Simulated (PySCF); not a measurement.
ClGaH2S2, SMILES [SH][Ga]([SH])[Cl].

The structure is a stationary point at PBE0-D3(BJ)/def2-SVP. The structure was generated by enumeration; whether it is a known compound was not checked. Other conformers were not sampled.

The numbers are results of TDDFT-PBE/def2-SVPD run with PySCF, not measurements.

Vertical excitations. The molecule is in vacuum. State labels are in the subgroup C2v.

```csv
state,symmetry,energy (eV),λ (nm),f,main pairs
S1,A2,4.52,275,0.000,HOMO→LUMO 100 %
S2,B1,4.97,250,0.016,HOMO−1→LUMO 99 %
S3,B2,5.16,240,0.006,"HOMO→LUMO+1 72 %, HOMO−2→LUMO 27 %"
S4,A2,5.42,229,0.000,HOMO→LUMO+2 99 %
S5,B2,5.68,218,0.108,"HOMO−2→LUMO 55 %, HOMO−4→LUMO 29 %, HOMO→LUMO+1 14 %"
S6,A1,5.72,217,0.037,HOMO−1→LUMO+1 91 %
S7,A2,5.80,214,0.000,HOMO−2→LUMO+1 99 %
S8,B1,5.82,213,0.007,HOMO−1→LUMO+2 99 %
S9,B1,6.02,206,0.020,HOMO−3→LUMO 98 %
S10,B2,6.23,199,0.054,HOMO−2→LUMO+2 88 %
T1,A2,4.24,292,0,HOMO→LUMO 99 %
T2,B1,4.63,268,0,HOMO−1→LUMO 99 %
T3,B2,4.67,265,0,HOMO→LUMO+1 97 %
T4,A1,5.01,247,0,HOMO−1→LUMO+1 98 %
```
Triplets are in the Tamm–Dancoff approximation, which puts them higher than full response would, so one can lie above its singlet here.
